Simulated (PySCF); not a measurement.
A calculated (UHF, PySCF 2.14, x2c-TZVPPall with one added diffuse shell each of s, p, d, f type, scalar relativity by spin-free X2C-1e) atom or ion has these occupied shells.

| shell | electrons | orbital energy (eV) | rms radius, mean of both spins (bohr) |
| --- | --- | --- | --- |
| 1s β | 1 | -16196.1 | 0.0451 |
| 1s α | 1 | -16196.1 | 0.0451 |
| 2s β | 1 | -2260.2 | 0.187 |
| 2s α | 1 | -2260.2 | 0.187 |
| 2p α | 3 | -2002.9 | 0.166 |
| 2p β | 3 | -2002.9 | 0.166 |
| 3s β | 1 | -378.43 | 0.524 |
| 3s α | 1 | -378.37 | 0.524 |
| 3p β | 3 | -292.73 | 0.535 |
| 3p α | 3 | -292.72 | 0.535 |
| 3d α | 5 | -150.82 | 0.547 |
| 3d β | 5 | -150.77 | 0.547 |
| 4s α | 1 | -51.734 | 1.46 |
| 4s β | 1 | -51.622 | 1.46 |
| 4p α | 3 | -28.938 | 1.70 |
| 4p β | 3 | -28.480 | 1.70 |
| 5s β | 1 | -4.676 | 5.09 |
| 4d α | 1 | -2.890 | 4.49 |

Question: Name the element and its charge.

Answer: Sr (strontium, neutral), in [Kr] 4d1 5s1, 5s spin antiparallel (an excited configuration).
